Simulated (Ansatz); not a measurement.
Basis-set extrapolation for CH6F2Si2 (`FC(F)([SiH3])[SiH3]`) (PBE0-D4/def2-TZVP geometry, frozen core, the Gaussian-basis code of Ansatz). Multiplicity 1, RHF reference.

|  | def2-TZVPP | def2-QZVPP |
| --- | --- | --- |
| HF | -818.196376 | -818.224871 |
| MP2 correlation | -0.914908 | -0.993482 |
| CCSD(T) correlation | -0.996962 | not run |

Energies in hartree. Use E(X) = E(∞) + A·exp(−7.88·√X) for Hartree–Fock and E(X) = E(∞) + B·X^(−2.97) for correlation, with X = 3 and 4, and add CCSD(T) minus MP2 of the smaller set to the MP2 limit.

What is the CCSD(T) energy at the basis-set limit?

HF limit: -818.224871 + (-0.028495) × 0.13774 = -818.22880. MP2 limit: -0.993482 + (-0.078574) × 0.74074 = -1.05168. Higher-order term: -0.996962 − (-0.914908) = -0.08205. Total: -819.36253 hartree, 444.2 kJ/mol below CCSD(T)/def2-TZVPP.
